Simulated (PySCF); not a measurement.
## Cost of excited-state runs on `C=C(OC=O)C(C)=C=O`, C6H6O3, triplet

Structure with atom numbers: `[CH2:1]=[C:2]([O:3][CH:4]=[O:5])[C:6]([CH3:7])=[C:8]=[O:9]`; H(Xn) means a hydrogen on atom n. Ha(C1) is cis to O3; Hb(C1) is trans to O3.

PySCF with density fitting, on 1 thread of an Arm Neoverse V1, shared host. Command: `OMP_NUM_THREADS=1 python excited_run.py task.json out`

(1) How long does each of these runs take, and how much memory?
- open-shell absorption, M06-2X/def2-SVP; 8 states; spin flip
- open-shell absorption, B3LYP/def2-SVP; 10 states; Tamm-Dancoff

Answers

(1) 
| run | level | basis functions | wall time | peak memory (GiB) |
| --- | --- | --- | --- | --- |
| open-shell absorption | M06-2X/def2-SVP | 156 | 44 s | 0.62 |
| open-shell absorption | B3LYP/def2-SVP | 156 | 52 s | 0.6 |

Times from a shared host are rough.
